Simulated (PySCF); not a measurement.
Working out the excitation energy of Ca⁺

Ca⁺ [Ar] 4s1 (2S) → Ca⁺ [Ar] 3d1 (2D). Computed with PySCF 2.14 in ANO-RCC-VTZP (6s5p2d1f, 38 functions), with the spin-free X2C one-electron Hamiltonian (Gaussian nucleus). Frozen: [Ne]. Energies in hartree (1 hartree = 27.21139 eV):

| part | Ca⁺ (lower) | Ca⁺ (upper) |
| --- | --- | --- |
| UHF | -679.438959 | -679.333082 |
| CCSD correlation | -0.244573 | -0.241020 |
| (T) | -0.005214 | -0.004428 |

Q: What does Hartree-Fock give?

A: (-679.333082) − (-679.438959) = 0.105877 hartree = 2.881 eV.

Q: What do CCSD and CCSD(T) give?

A: The CCSD correlation energies differ by 0.003553 hartree = 0.097 eV and the triples by 0.000786 hartree = 0.021 eV, so CCSD gives 2.978 eV and CCSD(T) 2.999 eV.

Measured between the centres of the two terms (NIST): 1.697 eV, so CCSD(T) (valence and next inner shell) is off by 1.302 eV.

What remains against the reference includes basis incompleteness, the frozen core and higher excitations.
